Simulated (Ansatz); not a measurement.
C₃H₁₀AlN, relaxed with RKS PBE-D4/def2-SVP in Ansatz 0.2.0 from a rough embedded geometry. The force threshold is 0.03 eV/Å; the program also tests the step.

Total charge 0; spin multiplicity 1. The bonds changed during the relaxation, so this is another structure than the one it started from.

Start:

```xyz
15

C    -1.401    1.944    0.778
Al   -1.219    0.286   -0.261
C     0.389   -0.867    0.061
C     1.689   -0.078   -0.282
N     0.369   -2.033   -0.863
H    -0.619    2.620    0.627
H    -2.395    2.439    0.484
H    -1.508    1.658    1.849
H    -2.319   -0.089   -1.388
H     0.387   -1.189    1.075
H     2.563   -0.649   -0.015
H     1.701    0.837    0.440
H     1.668    0.304   -1.229
H    -0.503   -2.564   -0.620
H     1.199   -2.620   -0.655
```

Problem. By how much does the energy fall, and how many steps does the optimiser take? (Best estimate.)

Solution. The calculation gave: 26.90 kcal/mol, in 28 steps, 1 of them rejected.

Problem. Which bonds change most? (Estimate.)

Solution. Computed: Al2–N5 from 2.874 to 2.046 Å; C4–H13 from 1.021 to 1.112 Å; C1–H6 from 1.045 to 1.112 Å; C4–H12 from 1.166 to 1.109 Å.

Problem. Give the relaxed structure. (Estimate.)

Solution. Ansatz gave: 
```xyz
15

C    -1.389    1.834   -0.040
Al   -1.290   -0.093    0.385
C     0.481   -0.989    0.442
C     1.845   -0.328    0.454
N    -0.125   -1.095   -0.966
H    -0.425    2.245   -0.412
H    -2.163    2.050   -0.808
H    -1.664    2.430    0.859
H    -2.574   -0.979    0.766
H     0.513   -2.008    0.874
H     2.620   -0.897   -0.114
H     2.205   -0.233    1.499
H     1.815    0.703    0.039
H    -0.268   -2.054   -1.303
H     0.419   -0.584   -1.674
```
